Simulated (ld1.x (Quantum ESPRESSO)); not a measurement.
Varying the RRKJ potential for He

Base potential:

ld1.x (Quantum ESPRESSO) 7.5 input, shortened:

```
&input
   title='He', zed=2., rel=1, dft='PZ', iswitch=3,
   config='[He] 2p-2'
 /
 &inputp
   pseudotype=2, tm=.false., lloc=-2, rcloc=0.40,
   nlcc=.false.
 /
2
1S  1  0   2.00   0.00  0.55  0.55  0.0
2P  2  1  -2.00   0.25  0.55  0.55  0.0
 &test
   configts(1)='1s2'
 /
```

All-electron outer shells of the reference configuration (LDA (PZ), scalar-relativistic, ld1.x):

```
shell  level (eV)  outermost node (bohr)  outermost maximum (bohr)
   1s      -15.52                      –                      0.57
```

Cutoffs, loose and tight: the cutoffs (Ry, on a coarse ladder) from which the occupation-weighted sum of valence levels, in a spherical-Bessel basis at the reference potential, stays within 10 and 1 mRy of its value at 400 Ry. They do not see the model core or the augmentation charge, which bear on the density cutoff. Test errors are all-electron minus pseudo excitation energies from the reference, over the configurations 1s1; 1s1.5 (two spin-polarised tests are not counted in the largest error). A dash means not determined; rows that change the core or the reference have their own tests.

```tsv
change	outcome	cutoff, loose	cutoff, tight	bound ghosts	largest test error (meV)
base	generated	160 Ry	230 Ry	none	+3.3
wave 1s (bound): rc 0.55 bohr becomes 1s (bound): rc 0.38 bohr	generated	230 Ry	over 300 Ry	none	-0.5
wave 1s (bound): rc 0.55 bohr becomes 1s (bound): rc 0.44 bohr	generated	200 Ry	300 Ry	none	+0.4
wave 1s (bound): rc 0.55 bohr becomes 1s (bound): rc 0.50 bohr	generated	180 Ry	260 Ry	none	+1.7
wave 1s (bound): rc 0.55 bohr becomes 1s (bound): rc 0.58 bohr	generated	140 Ry	200 Ry	none	+4.4
wave 1s (bound): rc 0.55 bohr becomes 1s (bound): rc 0.66 bohr	generated	120 Ry	180 Ry	none	+8.4
wave 1s (bound): rc 0.55 bohr becomes 1s (bound): rc 0.74 bohr	generated	100 Ry	140 Ry	none	+15
wave 1s (bound): rc 0.55 bohr becomes 1s (bound): rc 0.82 bohr	generated	90 Ry	120 Ry	none	+23
```

Reading the sweep of the s radius (base included, trends over the rows without a ghost): The loose cutoff falls from 230 Ry at 0.38 to 90 Ry at 0.82 bohr. A larger radius leaves more room for a smooth pseudo-wave, so fewer plane waves are needed; a smaller one forces it to follow the all-electron wave where it bends sharply. The median size of the test errors (rows with all tests solved) rises from 0.5 meV at 0.38 to 13.4 meV at 0.82 bohr, with one reversal. More of the atom is replaced by a form fitted at one configuration, so other configurations suffer as the radius grows.
